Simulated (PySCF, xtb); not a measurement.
C₄H₄ClF, SMILES C=C=C(F)CCl. Other conformers were not sampled.

Harmonic wavenumbers (cm⁻¹) from GFN2-xTB (xtb) at its own minimum, in rising order: 42, 139, 173, 265, 359, 472, 568, 603, 699, 791, 877, 887, 959, 1086, 1162, 1211, 1300, 1400, 1438, 2081, 2993, 3007, 3070, 3078.

Task: What does PBE-D3(BJ)/def2-SVP (PySCF 2.14.0) give at its own minimum? (Estimate from the structure and the level; the computed values follow.)

Result: 65, 161, 170, 268, 379, 494, 601, 618, 709, 787, 870, 875, 959, 1099, 1190, 1242, 1284, 1382, 1431, 2032, 3013, 3038, 3099, 3120. Paired by order, the mean absolute difference is 19 cm⁻¹ and the zero-point energies are 41.0 and 41.3 kcal/mol.
